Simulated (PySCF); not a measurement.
Orbital energies and ionisation energy

C2H8N2Si2.
Cartesian coordinates in Å at the PBE0-D3(BJ)/def2-SVP level; atoms count from 1:
```
atom  x, y, z in Å
C1     2.2219   -0.4236    0.0859
Si2    0.5922    0.4618   -0.0740
C3     0.6215    1.3300   -1.7370
N4     0.6348    1.8403   -2.7788
N5    -0.7690   -0.5958    0.0217
Si6   -2.3230   -0.2766    0.7625
H7     2.2974   -0.9117    1.0694
H8     2.3234   -1.1951   -0.6934
H9     3.0599    0.2812   -0.0251
H10    0.3971    1.5364    0.9380
H11   -0.7088   -1.4654   -0.5007
H12   -2.8718    1.0426    0.3264
H13   -2.2302   -0.2595    2.2548
H14   -3.2455   -1.3714    0.3426
```

Level: CAM-B3LYP/def2-SVPD (PySCF). Frontier orbitals with their largest atomic shares (Löwdin; up to four atoms above 4 %):

```csv
orbital,ε (eV),main atoms
HOMO−3,-11.32,"Si6 27 %, H14 21 %, N4 16 %, C3 13 %"
HOMO−2,-11.12,"N4 34 %, C3 28 %, Si6 9 %, H14 8 %"
HOMO−1,-10.80,"N4 27 %, C3 22 %, C1 17 %, Si2 13 %"
HOMO,-9.40,?
LUMO,0.37,"Si2 18 %, Si6 15 %, C3 13 %, N4 12 %"
LUMO+1,0.74,"Si2 20 %, N4 18 %, C3 18 %, C1 14 %"
LUMO+2,1.14,"Si6 25 %, C3 15 %, Si2 13 %, N4 12 %"
```

Q: What vertical ionisation energy does ΔSCF give, and how far is −ε(HOMO) from it?

A: ΔSCF: 10.08 eV (973 kJ/mol; threshold wavelength 123 nm); ⟨S²⟩ of the doublet left behind is 0.759, against 0.75 for a pure doublet. −ε(HOMO) is 9.40 eV, 0.68 eV below it. For the exact functional −ε(HOMO) would equal the first vertical ionisation energy; CAM-B3LYP (range-separated hybrid) falls short of its own ΔSCF value by 7 %.

Q: On which atoms does the HOMO lie?

A: N5 (nitrogen bridging silicon atoms) 53 %, Si6 (SiH3 silicon) 13 %, H13 (Si–H hydrogen) 8 %, H12 (Si–H hydrogen) 6 %. The HOMO−1 lies 1.40 eV lower.

Q: What total energies stand behind the ΔSCF value?

A: E(N) = -769.16695 Eh and E(N − 1) = -768.79651 Eh at the same geometry, 0.37044 Eh apart.

Q: With α = 86.3 au, estimate the like-pair dispersion coefficient by London's formula C6 = (3/4)α²I.

A: I = 0.3704 Eh, so C6 ≈ 2070 au; the Casimir–Polder integral at the same level gives 2830 au, 1.37 times as much.

Q: How many of the 10 lowest singlet excitations (vertical TDDFT, same level) lie below the ionisation energy?

A: All 10; they run from 6.41 to 8.26 eV.

Q: Shift the occupied levels rigidly so that −ε(HOMO) equals the ΔSCF value. What binding energies result?

A: The shift is +0.68 eV: HOMO 10.08, HOMO−1 11.48, HOMO−2 11.80, HOMO−3 12.00 eV. A rigid shift is only a rough guide to the deeper ionisations.

Geometry: PBE0-D3(BJ)/def2-SVP, one conformer, isolated molecule.
